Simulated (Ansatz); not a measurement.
`O=C=[N][Al]([F])[F]` + H₂ → `O=C=[N][AlH][F]` + H–F at 600 K and 1 bar (hydrogenolysis of the Al–F bond).

Computed with Ansatz on PBE0-D4/def2-TZVP structures; ΔE is electronic, products minus reactants. CCSD(T)/CBS is frozen-core, at the limit of the def2 triple- and quadruple-zeta sets. Each species was taken in one conformer, which may not be the lowest.

| species | CCSD(T)/CBS energy (Eh) | H − E (kJ/mol) | S (J/(mol·K)) |
| --- | --- | --- | --- |
| `O=C=[N][Al]([F])[F]` | -609.73314 | 100.7 | 416.9 |
| H₂ | -1.17463 | 43.9 | 150.8 |
| `O=C=[N][AlH][F]` | -510.45422 | 107.3 | 394.2 |
| H–F | -100.39431 | 42.3 | 194.0 |

H − E and S are ideal-gas, rigid-rotor, harmonic terms from PBE0-D4/def2-TZVP, for one conformer and one mirror image of each species. 1 Eh = 2625.50 kJ/mol, R = 8.31446 J/(mol·K).

Q: By hand: ΔE, ΔH, ΔS and ΔG.

A: ΔE = (-510.45422) + (-100.39431) − (-609.73314) − (-1.17463) = 0.05924 Eh = 155.5 kJ/mol. Δ(H − E) = 107.3 + 42.3 − 100.7 − 43.9 = 5.0, so ΔH = 160.5 kJ/mol. ΔS = 394.2 + 194.0 − 416.9 − 150.8 = 20.5 J/(mol·K). ΔG = 160.5 − 600 × (20.5)/1000 = 148.2 kJ/mol.

Q: By hand: the equilibrium constant, and the temperature at which ΔG would vanish if ΔH and ΔS stayed fixed.

A: log₁₀ K = −ΔG/(RT ln 10) = -12.9. ΔG = 0 at ΔH/ΔS = 7829 K, far beyond where these terms or the molecules hold.

ΔH outweighs TΔS. A doubt of 5 kJ/mol in ΔE shifts log₁₀ K by 0.4 here. Other conformers and mirror images would add mixing entropy, several J/(mol·K) or more a flexible species. Modes under 60 cm⁻¹, often nearly free rotors, make the harmonic entropy too high. These are equilibria of isolated gas molecules and say nothing of rates. Largest T1 diagnostic: 0.016 (customary marks: 0.02 for closed shells, 0.045 for open ones).
